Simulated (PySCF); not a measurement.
# Frontier orbitals and the lowest excitations

Compound: C₃H₅AlO₂.
Structure used (PBE0-D3(BJ)/def2-SVP), in Å, numbered top down from 1:
```
atom  x, y, z in Å
C1     1.3525    0.4208    0.0016
C2     1.0523   -0.9253    0.2261
O3    -0.1082   -1.4301    0.2451
Al4   -1.7341   -0.5387   -0.0115
O5    -0.8987    1.1171   -0.2651
C6     0.3434    1.3591   -0.2317
H7     2.3927    0.7446    0.0077
H8     1.8848   -1.6284    0.4044
H9    -2.3741   -1.0135   -1.3841
H10   -2.5322   -0.5107    1.3603
H11    0.6324    2.4105   -0.4049
```

Level of theory: PySCF 2.14.0, density-fitted response routines, TDDFT CAM-B3LYP/def2-SVPD, vertical, gas phase, core orbitals frozen in the response.

Frontier orbitals with the atoms that hold most of them (Löwdin shares over 4%, at most four atoms; ? is withheld):

```csv
orbital,ε (eV),atoms
LUMO+2,1.46,"Al4 37%, O5 16%, O3 16%, H9 10%"
LUMO+1,0.89,"Al4 28%, C1 14%, C2 12%, C6 12%"
LUMO,-1.43,?
HOMO,?,"Al4 18%, C1 17%, H10 15%, H9 15%"
HOMO-1,-9.74,?
HOMO-2,-10.34,"O5 31%, O3 31%, C2 9%, C6 9%"
HOMO-3,-10.86,"Al4 34%, H9 21%, H10 21%, O3 9%"
```

Problem. Which atoms hold the HOMO-1, and with what shares?

Solution. C1 (bonded to 2 C and H) 20%; Al4 (bonded to 2 O and 2 H) 20%; H9 (bonded to Al) 13%; H10 (bonded to Al) 13%. By element: hydrogen 26% or more, carbon 20% or more, aluminium 20%.

Problem. Give the leading atoms of the LUMO.

Solution. C2 (bonded to C, O and H) 26%; C6 (bonded to C, O and H) 26%; O5 (bonded to Al and C) 15%; O3 (bonded to Al and C) 15%. By element: carbon 51% or more, oxygen 31%.

Problem. What is the HOMO energy, and the HOMO–LUMO gap?

Solution. ε(HOMO) = -8.66 eV; the gap is 7.23 eV (0.2655 hartree).

Problem. The HOMO–LUMO gap is 7.23 eV. Where does the response calculation put the lowest singlet, and from which orbitals?

Solution. S1 is at 4.33 eV (f = 0.071), 2.89 eV below the gap, made of HOMO→LUMO (98%). Without the coupling terms of the response equations the lowest excitation would equal the gap.

Problem. One configuration dominates each of S1, S2, S3 and S5. Which, and how do the shares of the two leading atoms of either orbital change from the occupied to the empty one?

Solution. 
- S1 (4.33 eV, f 0.071), HOMO→LUMO (98%): Al4 18% → at most 16%, C1 17% → at most 16%, C2 at most 16% → 26%, C6 at most 16% → 26%
- S2 (4.60 eV, f 0.0014), HOMO-2→LUMO (98%): O5 31% → 15%, O3 31% → 15%, C2 9% → 26%, C6 9% → 26%
- S3 (5.57 eV, f 0.129), HOMO-1→LUMO (98%): C1 20% → at most 16%, Al4 20% → at most 16%, C2 at most 13% → 26%, C6 at most 13% → 26%
- S5 (6.78 eV, f 0.056), HOMO→LUMO+1 (83%): Al4 18% → 28%, C1 17% → 14%

Löwdin shares depend on the basis, the more so with diffuse functions.
